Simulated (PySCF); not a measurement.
## Structure revision by computed shifts

A compound C6H12O2Si2 gives the data below (simulated from a calculation) and was assigned the structure `CC[SiH2]C#C[SiH2]C(=O)OC`.

$^{13}$C{$^{1}$H} NMR (computed): δ 213.8 (C), 152.2 (CH), 121.4 (C), 54.9 (CH2, 2C), 20.9 (CH).

$^{1}$H NMR (600 MHz, computed): δ 6.41 (s, 1H), 5.08 (s, 3H), 4.17 (s, 3H), 4.03 (m, 1H), 3.42 (m, 2H), 2.83 (m, 2H).

- structure optimised with GFN2-xTB
- shieldings: GIAO PBE0/pcSseg-1
- program: PySCF 2.14
- non-relativistic, one conformer, isolated molecule, one averaged value for each set of equivalent atoms

Shifts are taken against calculated references (same method and geometry level): $^{1}$H, $^{13}$C against TMS.

Task: Compare with the shifts computed for the proposed structure, pairing carbons in order of shift.

Result: Structure with atom numbers: `[CH3:1][CH2:2][SiH2:3][C:4]#[C:5][SiH2:6][C:7](=[O:8])[O:9][CH3:10]`. Hydrogens are named by the atom that carries them.

```csv
atom,computed for proposal,given list,difference
C7,185.6,213.8,-28.2
C4,121.0,152.2,-31.2
C5,111.8,121.4,-9.6
C10,51.8,54.9,-3.1
C1,11.3,54.9,-43.6
C2,8.3,20.9,-12.6
```

The rms difference is 25.6 ppm and the largest -43.6 ppm at C1 (methyl carbon). The proposal also would give 6 carbon signals, not 5. The carbon types in order of shift don't match either: C, C, C, CH3, CH3, CH2 for the proposal against C, CH, C, CH2, CH2, CH in the data. The proposal doesn't fit.

Task: Which isomer fits?

Result: SMILES O=C1CC(/C([SiH3])=C\O[SiH3])C1.

- Carbon types of the structure: 2 × C, 2 × CH, 2 × CH2, leaving 6 H on heteroatoms.
- δC 213.8: ketone carbonyl carbon; low-lying n→π* states of the double bond to the heteroatom give a large paramagnetic term (-285 ppm).
- δC 152.2: alkene carbon bearing oxygen; an sp2 carbon further deshielded by the attached heteroatom.
- δC 121.4: β carbon of an enol-ether or enamine type C=C.
- δC 20.9: allylic sp3 CH; aliphatic region, no heteroatom directly attached.

This is the structure that produced the data.

Shifts are as computed. Against solution values, carbons near 30 ppm lie about +3 ppm off and those near 130 ppm about +5 ppm. Of 1309 compounds with measured shifts, 239 miss one by over three times the rms of a fit or turn the order of signals round; such compounds aren't used in these exercises. Multiplicities follow the n + 1 count of equivalent neighbours, as no J values were calculated; m marks all less simple cases, F and P coupling included.
